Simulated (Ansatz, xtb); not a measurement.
Two isomers of CH7AsSi

We compare X, `C[AsH][SiH3]`, a singlet, with Y, `C[SiH2][AsH2]`, a singlet. Both are isolated molecules in the gas phase, relaxed with PBE0-D3(BJ)/def2-SVP; the shapes shown needn't be the lowest conformers.

X (Å):

| atom | x (Å) | y (Å) | z (Å) |
| --- | --- | --- | --- |
| C | -1.0512 | 1.5323 | 1.4383 |
| As | -1.5017 | 1.9237 | -0.4503 |
| Si | -1.3482 | -0.3111 | -1.2175 |
| H | -0.8472 | 2.4824 | 1.9518 |
| H | -1.9259 | 1.0655 | 1.9131 |
| H | -0.1834 | 0.8681 | 1.5459 |
| H | -0.0739 | 2.2286 | -0.8990 |
| H | -1.3466 | -0.3301 | -2.7119 |
| H | -2.5450 | -1.0635 | -0.7289 |
| H | -0.1191 | -1.0031 | -0.7158 |

Y (Å):

```xyz
10

C    -0.9924    0.7461    1.5727
As   -2.4653    0.8367   -1.5796
Si   -0.5861    0.3329   -0.2165
H    -1.1911    1.8223    1.6906
H    -1.8835    0.1935    1.9074
H    -0.1532    0.4792    2.2335
H     0.6369    1.0730   -0.6585
H    -0.3195   -1.1322   -0.3664
H    -2.1915    2.3363   -1.5037
H    -1.6576    0.6916   -2.8650
```

Energies in hartree; the thermal terms are from PBE0-D3(BJ)/def2-SVP harmonic frequencies (ideal gas, rigid rotor, one conformer each, 298.15 K, 1 atm) and include the zero-point energy:

```
                                X            Y
E, CCSD(T)/def2-TZVP  −2565.732256  −2565.743504
   zero-point energy      0.070097      0.069669
        H(298 K) − E      0.077372      0.076958
        G(298 K) − E      0.039754      0.039325
```

**Question.** Work out ΔE, ΔE₀, ΔH and ΔG for X → Y in kcal/mol (1 Eh = 627.51 kcal/mol) and the equilibrium ratio [Y]/[X].

**Answer.** 1. ΔE = −2565.743504 − (−2565.732256) = −0.011248 Eh = −7.06 kcal/mol.
2. ΔE₀ = ΔE + ΔZPE = −0.011248 + (−0.000428) Eh = −7.33 kcal/mol.
3. ΔH = ΔE + (−0.000414) Eh = −7.32 kcal/mol.
4. ΔG = ΔE + (−0.000429) Eh = −7.33 kcal/mol, so ΔS = (ΔH − ΔG)/T = +0.1 J/(mol K).
5. kT = 0.9442 mEh, so K = [Y]/[X] = exp(−ΔG/kT) = exp(+12.37) ≈ 2.3 × 10^5.

Structure Y is favoured at this temperature. An error of 1 kcal/mol in ΔG would change K by a factor of 5.4. GFN2-xTB gave ΔE the other sign. Mirror images and further conformers aren't counted.

As drawn, Y has 1 C–Si, 1 As–H in place of 1 C–As, 1 Si–H.

Other levels gave ΔE = +1.5 (GFN2-xTB); −4.2 (HF/STO-3G, GFN2-xTB geometries); −8.2 (r2SCAN-D4/def2-SVP, GFN2-xTB geometries); −8.2 (PBE0-D3(BJ)/def2-SVP); −7.8 (HF/def2-TZVP); −7.0 (MP2/def2-TZVP) kcal/mol. The correlated steps freeze 15 core orbitals; the filled d shell of As is correlated, in a basis made for valence electrons. Programs: Ansatz 0.2.0, xtb 6.7.1.
